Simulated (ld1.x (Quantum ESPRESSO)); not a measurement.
# Pseudopotential generation for chromium (Cr): TM, PBE, scalar-relativistic.

The input file (ld1.x (Quantum ESPRESSO) 7.5):

```
&input
   title='Cr', zed=24., rel=1, dft='PBE', iswitch=3,
   config='[Ar] 3d6 4s0 4p0 4f-2',
   nld=4, rlderiv=1.65, eminld=-7.0, emaxld=5.0, deld=0.02
 /
 &inputp
   pseudotype=2, tm=.true., lloc=0,
   nlcc=.false.,
   file_pseudopw='Cr.UPF', file_wfcaegen='ae.wfc', file_wfcncgen='nc.wfc', file_beta='beta', file_chi='chi'
 /
4
3P  2  1   6.00   0.00  1.50  1.50  0.0
3D  3  2   6.00   0.00  1.30  1.30  0.0
4F  4  3  -2.00   0.20  1.35  1.35  0.0
3S  1  0   2.00   0.00  0.85  0.85  0.0
 &test
   configts(1)='3s2 3p6 3d6 4s0 4p0'
 /
```

Command:

```bash
ld1.x < Cr.in > Cr.out
```

Output (shortened: banner, matrices, multipoles, cross overlaps and the repeated all-electron block are left out):

```
Program LD1 v.7.5
     --------------------------- All-electron run ----------------------------

     Cr
     scalar relativistic calculation

     atomic number is 24.00
     dft =PBE   lsd =0 sic =0 latt =0  beta=0.20 tr2=1.0E-14
     Exchange-correlation= PBE
                           (   1   4   3   4   0   0   0)
     mesh =1183 r(mesh) =  99.18097 a.u. xmin = -7.00 dx = 0.01250
     1 Ry =  13.60569312 eV, c = 137.03599908

     n l     nl                  e(Ry)          e(Ha)          e(eV)
     1 0     1S 1( 2.00)      -432.0943      -216.0471     -5878.9422
     2 0     2S 1( 2.00)       -48.8586       -24.4293      -664.7545
     2 1     2P 1( 6.00)       -41.0375       -20.5187      -558.3433
     3 0     3S 1( 2.00)        -5.2753        -2.6376       -71.7738
     3 1     3P 1( 6.00)        -3.1833        -1.5916       -43.3107
     3 2     3D 1( 6.00)        -0.0979        -0.0490        -1.3325
     4 0     4S 1( 0.00)        -0.2613        -0.1306        -3.5551
     4 1     4P 1( 0.00)        -0.0624        -0.0312        -0.8488

     final scf error:  3.4E-15 reached in  36 iterations

     Etot =   -2100.931120 Ry,   -1050.465560 Ha,  -28584.624093 eV

     Ekin =    2122.177345 Ry,    1061.088673 Ha,   28873.693712 eV
     Encl =   -5017.140324 Ry,   -2508.570162 Ha,  -68261.671600 eV
     Eh   =     891.440925 Ry,     445.720463 Ha,   12128.671668 eV
     Exc  =     -97.409067 Ry,     -48.704533 Ha,   -1325.317872 eV

     normalization and overlap integrals

     s(1S/1S) =  1.000000  <r> =   0.0636  <r2> =    0.0054  r(max) =   0.0417
     s(2S/2S) =  1.000000  <r> =   0.2931  <r2> =    0.1015  r(max) =   0.2428
     s(2P/2P) =  1.000000  <r> =   0.2598  <r2> =    0.0831  r(max) =   0.1988
     s(3S/3S) =  1.000000  <r> =   0.9046  <r2> =    0.9463  r(max) =   0.7764
     s(3P/3P) =  1.000000  <r> =   0.9714  <r2> =    1.1177  r(max) =   0.7961
     s(3D/3D) =  1.000003  <r> =   1.7896  <r2> =    5.0771  r(max) =   0.8581
     s(4S/4S) =  1.000000  <r> =   3.5989  <r2> =   15.2332  r(max) =   2.8489
     s(4P/4P) =  1.000000  <r> =   5.8413  <r2> =   41.3342  r(max) =   4.3036

     ------------------------ End of All-electron run ------------------------

     --------------------- Generating NC pseudopotential ---------------------

      Generating local pot.: lloc=0, matching radius rcloc =   0.8500

      Wfc   3P  rcut= 1.487  Using Troullier-Martins method

      Wfc   3D  rcut= 1.313  Using Troullier-Martins method

      Wfc   4F  rcut= 1.346  Using Troullier-Martins method

     ------------------- End of pseudopotential generation -------------------

     Computing logarithmic derivative in   1.65403
     Computing logarithmic derivative in   1.65403
     Computing the partial wave expansion
       no projector for channel:   0
     R is outside the sphere for l=    1 j= 0.00
     R is outside the sphere for l=    2 j= 0.00
     R is outside the sphere for l=    3 j= 0.00

     ---------------------- Testing the pseudopotential ----------------------

     Cr
     scalar relativistic calculation

     atomic number is 24.00   valence charge is 14.00
     dft =PBE   lsd =0 sic =0 latt =0  beta=0.20 tr2=1.0E-14
     mesh =1183 r(mesh) =  99.18097 xmin = -7.00 dx = 0.01250

     n l     nl             e AE (Ry)        e PS (Ry)    De AE-PS (Ry)
     1 0     3S   1( 2.00)       -5.27528       -5.27542        0.00014
     2 1     3P   1( 6.00)       -3.18328       -3.18328        0.00001
     3 2     3D   1( 6.00)       -0.09794       -0.09794        0.00000
     2 0     4S   1( 0.00)       -0.26129       -0.26313        0.00183
     3 1     4P   1( 0.00)       -0.06238       -0.06262        0.00023

     eps = 9.2E-15  iter = 13

     Etot =   -2100.931120 Ry,   -1050.465560 Ha,  -28584.624093 eV
     Etotps =  -172.481638 Ry,     -86.240819 Ha,   -2346.732231 eV

     Ekin =      86.151717 Ry,      43.075858 Ha,    1172.153818 eV
     Encl =    -361.621332 Ry,    -180.810666 Ha,   -4920.108864 eV
     Ehrt =     148.230743 Ry,      74.115372 Ha,    2016.782007 eV
     Ecxc =     -19.951989 Ry,      -9.975995 Ha,    -271.460640 eV
     Epseu=     -25.290777 Ry,     -12.645389 Ha,    -344.098552 eV

     ---------------------- End of pseudopotential test ----------------------
```

Generation and configuration tests took about 4.6 s on one core of a shared server CPU.

Transferability test of the new file with ld1.x, input:

```
&input
   title='Cr', zed=24., rel=1, dft='PBE', iswitch=2,
   config='[Ar] 3d6 4s0 4p0 4f-2'
 /
 &test
   file_pseudo='Cr.UPF', nconf=8,
   configts(1)='3s2 3p6 3d6 4s0 4p0',
   configts(2)='3s2 3p6 3d5 4s1 4p0',
   configts(3)='3s2 3p6 3d5 4s0 4p0',
   configts(4)='3s2 3p6 3d4 4s0 4p0',
   configts(5)='3s2 3p6 3d4 4s1 4p0',
   configts(6)='3s2 3p5 3d5 4s1 4p0',
   configts(7)='3s2 3p6 3d3 4s0 4p0',
   configts(8)='3s2 3p6 3d4 4s2 4p0'
 /
```

```bash
ld1.x < Cr.test.in > Cr.test.out
```

Pseudopotential blocks of its output, shortened (energy terms left out):

```
     ---------------------- Testing the pseudopotential ----------------------

     n l     nl             e AE (Ry)        e PS (Ry)    De AE-PS (Ry)
     1 0     3S   1( 2.00)       -5.27528       -5.27542        0.00014
     2 1     3P   1( 6.00)       -3.18328       -3.18328        0.00001
     3 2     3D   1( 6.00)       -0.09794       -0.09794        0.00000
     2 0     4S   1( 0.00)       -0.26129       -0.26313        0.00183
     3 1     4P   1( 0.00)       -0.06238       -0.06262        0.00023

     eps = 4.4E-15  iter = 13

     Etot =   -2100.931120 Ry,   -1050.465560 Ha,  -28584.624093 eV
     Etotps =  -172.481638 Ry,     -86.240819 Ha,   -2346.732231 eV

     ---------------------- End of pseudopotential test ----------------------

          ---------------------- Testing the pseudopotential ----------------------

     n l     nl             e AE (Ry)        e PS (Ry)    De AE-PS (Ry)
     1 0     3S   1( 2.00)       -5.43824       -5.43688       -0.00136
     2 1     3P   1( 6.00)       -3.33999       -3.33873       -0.00126
     3 2     3D   1( 5.00)       -0.21409       -0.21234       -0.00175
     2 0     4S   1( 1.00)       -0.29450       -0.29573        0.00122
     3 1     4P   1( 0.00)       -0.07265       -0.07225       -0.00040

     eps = 7.9E-15  iter = 17

     Etot =   -2101.058399 Ry,   -1050.529200 Ha,  -28586.355814 eV
     Etotps =  -172.611313 Ry,     -86.305657 Ha,   -2348.496556 eV
     dEtot_ae =      -0.127279 Ry
     dEtot_ps =      -0.129676 Ry,   Delta E=       0.002396 Ry

     ---------------------- End of pseudopotential test ----------------------

          ---------------------- Testing the pseudopotential ----------------------

     n l     nl             e AE (Ry)        e PS (Ry)    De AE-PS (Ry)
     1 0     3S   1( 2.00)       -5.95220       -5.95164       -0.00056
     2 1     3P   1( 6.00)       -3.85684       -3.85614       -0.00070
     3 2     3D   1( 5.00)       -0.72577       -0.72504       -0.00072
     2 0     4S   1( 0.00)       -0.73147       -0.73388        0.00241
     3 1     4P   1( 0.00)       -0.44104       -0.44140        0.00036

     eps = 6.4E-15  iter = 13

     Etot =   -2100.551196 Ry,   -1050.275598 Ha,  -28579.454958 eV
     Etotps =  -172.102273 Ry,     -86.051136 Ha,   -2341.570712 eV
     dEtot_ae =       0.379924 Ry
     dEtot_ps =       0.379365 Ry,   Delta E=       0.000560 Ry

     ---------------------- End of pseudopotential test ----------------------

          ---------------------- Testing the pseudopotential ----------------------

     n l     nl             e AE (Ry)        e PS (Ry)    De AE-PS (Ry)
     1 0     3S   1( 2.00)       -6.99316       -6.99319        0.00002
     2 1     3P   1( 6.00)       -4.88474       -4.88497        0.00023
     3 2     3D   1( 4.00)       -1.67988       -1.67866       -0.00122
     2 0     4S   1( 0.00)       -1.37009       -1.37466        0.00457
     3 1     4P   1( 0.00)       -0.98872       -0.99026        0.00154

     eps = 1.0E-14  iter = 12

     Etot =   -2099.371357 Ry,   -1049.685678 Ha,  -28563.402430 eV
     Etotps =  -170.923321 Ry,     -85.461661 Ha,   -2325.530255 eV
     dEtot_ae =       1.559763 Ry
     dEtot_ps =       1.558316 Ry,   Delta E=       0.001447 Ry

     ---------------------- End of pseudopotential test ----------------------

          ---------------------- Testing the pseudopotential ----------------------

     n l     nl             e AE (Ry)        e PS (Ry)    De AE-PS (Ry)
     1 0     3S   1( 2.00)       -6.31195       -6.30955       -0.00240
     2 1     3P   1( 6.00)       -4.20377       -4.20184       -0.00193
     3 2     3D   1( 4.00)       -1.01463       -1.01116       -0.00348
     2 0     4S   1( 1.00)       -0.83821       -0.84063        0.00243
     3 1     4P   1( 0.00)       -0.51648       -0.51648       -0.00000

     eps = 2.4E-15  iter = 22

     Etot =   -2100.471365 Ry,   -1050.235683 Ha,  -28578.368807 eV
     Etotps =  -172.026834 Ry,     -86.013417 Ha,   -2340.544317 eV
     dEtot_ae =       0.459755 Ry
     dEtot_ps =       0.454803 Ry,   Delta E=       0.004952 Ry

     ---------------------- End of pseudopotential test ----------------------

          ---------------------- Testing the pseudopotential ----------------------

     n l     nl             e AE (Ry)        e PS (Ry)    De AE-PS (Ry)
     1 0     3S   1( 2.00)       -6.40541       -6.40390       -0.00151
     2 1     3P   1( 5.00)       -4.29397       -4.29118       -0.00279
     3 2     3D   1( 5.00)       -1.08328       -1.08171       -0.00157
     2 0     4S   1( 1.00)       -0.84954       -0.85177        0.00223
     3 1     4P   1( 0.00)       -0.52202       -0.52179       -0.00023

     eps = 9.0E-15  iter = 25

     Etot =   -2097.272263 Ry,   -1048.636131 Ha,  -28534.842803 eV
     Etotps =  -168.826467 Ry,     -84.413233 Ha,   -2297.001096 eV
     dEtot_ae =       3.658857 Ry
     dEtot_ps =       3.655171 Ry,   Delta E=       0.003686 Ry

     ---------------------- End of pseudopotential test ----------------------

          ---------------------- Testing the pseudopotential ----------------------

     n l     nl             e AE (Ry)        e PS (Ry)    De AE-PS (Ry)
     1 0     3S   1( 2.00)       -8.28423       -8.28348       -0.00075
     2 1     3P   1( 6.00)       -6.15492       -6.15535        0.00043
     3 2     3D   1( 3.00)       -2.87533       -2.87049       -0.00484
     2 0     4S   1( 0.00)       -2.13084       -2.13893        0.00809  !
     3 1     4P   1( 0.00)       -1.66504       -1.66891        0.00387

     eps = 1.9E-15  iter = 16

     Etot =   -2097.111372 Ry,   -1048.555686 Ha,  -28532.653769 eV
     Etotps =  -168.665918 Ry,     -84.332959 Ha,   -2294.816715 eV
     dEtot_ae =       3.819748 Ry
     dEtot_ps =       3.815720 Ry,   Delta E=       0.004028 Ry

     ---------------------- End of pseudopotential test ----------------------

          ---------------------- Testing the pseudopotential ----------------------

     n l     nl             e AE (Ry)        e PS (Ry)    De AE-PS (Ry)
     1 0     3S   1( 2.00)       -5.73024       -5.72647       -0.00378
     2 1     3P   1( 6.00)       -3.62119       -3.61805       -0.00314
     3 2     3D   1( 4.00)       -0.44061       -0.43576       -0.00485
     2 0     4S   1( 2.00)       -0.36103       -0.36199        0.00096
     3 1     4P   1( 0.00)       -0.10368       -0.10286       -0.00081

     eps = 6.8E-15  iter = 25

     Etot =   -2101.065740 Ry,   -1050.532870 Ha,  -28586.455691 eV
     Etotps =  -172.622913 Ry,     -86.311457 Ha,   -2348.654385 eV
     dEtot_ae =      -0.134620 Ry
     dEtot_ps =      -0.141276 Ry,   Delta E=       0.006656 Ry

     ---------------------- End of pseudopotential test ----------------------
```
